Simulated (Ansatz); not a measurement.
`[CH3][Zn][CH2]S` + H₂ → `S[CH2][ZnH]` + CH₄  (hydrogenolysis of a Zn–C bond)

Calculated with Ansatz (gas phase, PBE0-D4/def2-TZVP geometries, no zero-point term in ΔE). CCSD(T)/CBS is the MP2 limit (def2-TZVPP, def2-QZVPP) plus CCSD(T) − MP2 in def2-TZVPP, frozen cores. This one scheme is used for every species. DFT in def2-TZVPP. B3LYP here is the variant with VWN-RPA as its local correlation; programs differ in this. For Zn outer-core shells are correlated without core-valence functions, which leaves a few kJ/mol of doubt a bond. Scalar relativity is left out up to krypton. One conformer a species, not always the lowest.

```csv
level,ΔE (kJ/mol),difference from CCSD(T)/CBS
r2SCAN-D4,-38.8,-3.9
PBE0-D4,-41.3,-6.4
B3LYP-D4,-43.2,-8.3
ωB97M-V,-41.2,-6.3
B2PLYP,-42.1,-7.2
r2SCAN,-39.7,-4.8
HF/def2-TZVPP,-67.3,-32.4
CCSD/def2-TZVPP,-43.9,-9.0
CCSD(T)/def2-TZVPP,-39.0,-4.1
MP2/def2-QZVPP,-28.0,6.9
CCSD(T)/CBS,-34.9,0
```

Largest T1 diagnostic among the species: 0.014.

The D4 term adds +4.1 kJ/mol with B3LYP and +2.3 kJ/mol with PBE0; it sums over pairs of atoms, weighted by their polarisabilities, and B3LYP, whose exchange is more repulsive, gets the larger term. In def2-TZVPP, CCSD(T) changes the Hartree–Fock value by +28.3 kJ/mol (the triples alone add +4.9 kJ/mol) and MP2 by +36.8 kJ/mol.
